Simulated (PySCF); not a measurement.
## Fractional electron number in Tc+ (technetium, charge +1)

The 5s alpha orbital of [Kr] 4d5 5s1 is emptied in steps (occupation f), with all orbitals relaxed, ending at [Kr] 4d5. Calculation: PySCF 2.14, in x2c-TZVPall; the spin-free X2C one-electron Hamiltonian (Gaussian nucleus). The exact energy is a straight line in f; departures are measured from the line between the end points of the same method.

```csv
f,BLYP (eV)
1,0.000
0.9,-0.310
0.7,-0.725
0.5,-0.864
0.3,-0.727
0.1,-0.311
0,0.000
```

```json
{"method": "BLYP", "E(f=0) − E(f=1) (eV)": "15.406", "−ε at f=1 (eV)": "11.963", "−ε at f=0.5 (eV)": "15.401"}
```

Orbital energy along the path (eV):

| f | BLYP |
| --- | --- |
| 1 | -11.963 |
| 0.9 | -12.645 |
| 0.7 | -14.019 |
| 0.5 | -15.401 |
| 0.3 | -16.789 |
| 0.1 | -18.175 |
| 0 | -18.865 |

Reference removal energy between the ground levels: 15.26 eV (semi-empirical (NIST evaluation); NIST Atomic Spectra Database, ionization energies).
